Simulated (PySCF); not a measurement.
[Mo(H2O)6]3+: what the settings change

[Mo(H2O)6]3+: Mo(III) (d3), charge +3. The structure is a PBE0-D3(BJ)/def2-SVP, IEF-PCM water geometry optimised for multiplicity 4; coordination octahedral, point group Th, metal–donor distances 2.10 Å.

```
19

Mo    0.0000    0.0000    0.0000
O     0.0000    2.0974    0.0000
H     0.0000    2.6605    0.7906
H     0.0000    2.6605   -0.7906
O     0.0000   -2.0974    0.0000
H     0.0000   -2.6605    0.7906
H     0.0000   -2.6605   -0.7906
O     0.0000    0.0000    2.0974
H     0.7906    0.0000    2.6605
H    -0.7906    0.0000    2.6605
O     0.0000    0.0000   -2.0974
H     0.7906    0.0000   -2.6605
H    -0.7906    0.0000   -2.6605
O     2.0974    0.0000    0.0000
H     2.6605    0.7906    0.0000
H     2.6605   -0.7906    0.0000
O    -2.0974    0.0000    0.0000
H    -2.6605    0.7906    0.0000
H    -2.6605   -0.7906    0.0000
```

Method (PySCF 2.14, density fitting): CASSCF(3,5) with orbitals averaged over all microstates of the shell, strongly contracted NEVPT2 on the averaged canonical orbitals; basis x2c-TZVPall on the metal, x2c-SVPall elsewhere; spin-free X2C; IEF-PCM water; spin-orbit coupling by state interaction with the mean-field operator over all roots.

Base run: NEVPT2 ground state 4Ag, next 2Eg at 12631, then 2Tg at 13065 cm⁻¹, 10Dq(CASSCF) 25910, B(CASSCF) 718, ζ 739 cm⁻¹, g 1.942 1.942 1.942, μeff(300 K) 3.77 μB.

(1) What happens with the basis x2c-TZVPall on all atoms?

(2) What happens with orbitals averaged over the highest spin alone?

An active orbital has only 0.72 squared overlap with the free ion's shell, so the metal shell alone is a small active space here. NEVPT2 on the d shell alone tends to put d–d bands too high for such charged or covalently bound ions.

Answers

(1) NEVPT2 ground state 4Ag, next 2Eg at 12484, then 2Tg at 12920 cm⁻¹, 10Dq(CASSCF) 25512, B(CASSCF) 714, ζ 736 cm⁻¹, g 1.941 1.941 1.941, μeff(300 K) 3.77 μB. It took 59 s against 27 s on a shared host of the same kind.

(2) NEVPT2 ground state 4Ag, next 2Eg at 12707, then 2Tg at 13147 cm⁻¹, 10Dq(CASSCF) 25908, B(CASSCF) 730, ζ 748 cm⁻¹, g 1.940 1.940 1.940, μeff(300 K) 3.77 μB.
